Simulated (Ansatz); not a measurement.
Ansatz (a program for electronic structure) input (CCSD(T)/cc-pV(T+d)Z):
A basis named .json is the Basis Set Exchange file of that set.

Ansatz 0.2 input:
```yaml
crystal:
  periodic: [false, false, false]
  atoms:
    - {symbol: N, position_ang: [-0.62356906, 1.47173443, -0.63993193]}
    - {symbol: Si, position_ang: [-0.17952927, -0.03579191, -0.08657275]}
    - {symbol: N, position_ang: [-1.16421844, -0.59941746, 1.12993918]}
    - {symbol: O, position_ang: [0.46507252, -1.18615761, -1.01527101]}
    - {symbol: O, position_ang: [1.50948624, 0.33905187, 0.58010270]}
    - {symbol: H, position_ang: [-0.04196645, 2.05294649, -1.22416875]}
    - {symbol: H, position_ang: [-1.58183407, 1.78594622, -0.62191431]}
    - {symbol: H, position_ang: [-1.75188755, -0.01302528, 1.70160886]}
    - {symbol: H, position_ang: [-1.26819801, -1.58011075, 1.34036239]}
    - {symbol: H, position_ang: [0.03090442, -1.57130434, -1.78173779]}
    - {symbol: H, position_ang: [2.20400167, -0.32620229, 0.43926671]}
    - {symbol: H, position_ang: [1.64043236, 0.82346387, 1.40989712]}
basis:
  gaussian:
    orbitals: cc-pV_T+d_Z.json
total_charge: 1
magnetization: {spin_polarized: false}
correlation: {method: ccsd_t, electrons: outside_noble_gas}
```

Output:

```
Functional definition: HF
integrals: 1.70 GiB planned
1502 factors; integrals over basis functions are off by at most 9.1e-4 eV
1.45 GiB of device memory are held for the factors and their scratch space
mean field: 1.26 GiB planned
mean field evaluation 1: about -15003.1002 eV, gradient 7.4e1 eV
mean field evaluation 2: about -15003.2780 eV, gradient 7.5e1 eV
mean field evaluation 4: about -15012.5382 eV, gradient 3.7e0 eV
mean field evaluation 8: about -15012.5942 eV, gradient 3.1e-1 eV
mean field evaluation 16: about -15003.1007 eV, gradient 7.4e1 eV
mean field -15012.59453524 eV, -551.7026732679 hartree, gradient 1.2e-6 eV, S^2 0.000000; 0 other end points of the search recorded, 0 dependent functions left out
9 core orbitals not correlated
reference -15012.59453524 eV, -551.7026732679 hartree; 16, 16 occupied and 232, 232 virtual orbitals, 1502 factors
second order -27.91347760 eV of doubles, -0.00000000 eV of singles
coupled cluster: 13.18 GiB planned
cycle   1  -27.98033398 eV  change   -6.7e-2 eV  update   8.9e-2
cycle   2  -28.51405600 eV  change   -5.3e-1 eV  update   2.5e-2
cycle   3  -28.62358163 eV  change   -1.1e-1 eV  update   1.2e-2
cycle   4  -28.61040428 eV  change    1.3e-2 eV  update   2.6e-3
cycle   5  -28.61072352 eV  change   -3.2e-4 eV  update   1.2e-3
cycle   6  -28.61120895 eV  change   -4.9e-4 eV  update   3.3e-4
cycle   7  -28.61092595 eV  change    2.8e-4 eV  update   1.1e-4
cycle   8  -28.61087992 eV  change    4.6e-5 eV  update   3.4e-5
cycle   9  -28.61088354 eV  change   -3.6e-6 eV  update   1.2e-5
perturbative correction -1.00679100 eV, -0.0369988867 hartree
Total energy: -15042.21220977 eV, -552.7911027315 hartree
```

It need not be the lowest isomer of its formula.
